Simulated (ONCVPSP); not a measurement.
**Configuration tests for bismuth (ONCV)**

```json
{"Element": "bismuth", "Generator": "ONCVPSP 4.0.1", "Type": "optimised norm-conserving Vanderbilt (ONCV)", "Functional": "revPBE", "Relativity": "fully relativistic", "Frozen core": "[Xe] 4f14 5d10", "Valence charge": "5", "Reference configuration": "6s2 6p3", "Partial waves": "6s: rc 1.85 bohr, ncon 4, nbas 8, qcut 3.1 1/bohr, local; 6p: rc 2.75 bohr, ncon 4, nbas 8, qcut 3 1/bohr, 3 projectors, debl 3.2 Ha", "Local potential": "the s channel", "Core correction": "Teter function, fcfact 4, rcfact 1.4"}
```

Open shells are filled in proportion to 2j + 1.

Energies are relative to the spin-unpolarised reference configuration 6s2 6p3; without spin polarisation the order of configurations can differ from experiment.

Give the all-electron excitation energy and the error of the potential for: 6s2 6p2; 6s2 6p1; 6s2 6p0; 6s1 6p4.

| valence configuration | charge | ΔE all-electron (eV) | error AE − PS (meV) |
| --- | --- | --- | --- |
| 6s2 6p2 | +1 | 7.988 | -26 |
| 6s2 6p1 | +2 | 23.313 | -175 |
| 6s2 6p0 | +3 | 46.741 | -547 |
| 6s1 6p4 | 0 | 9.849 | -9.9 |
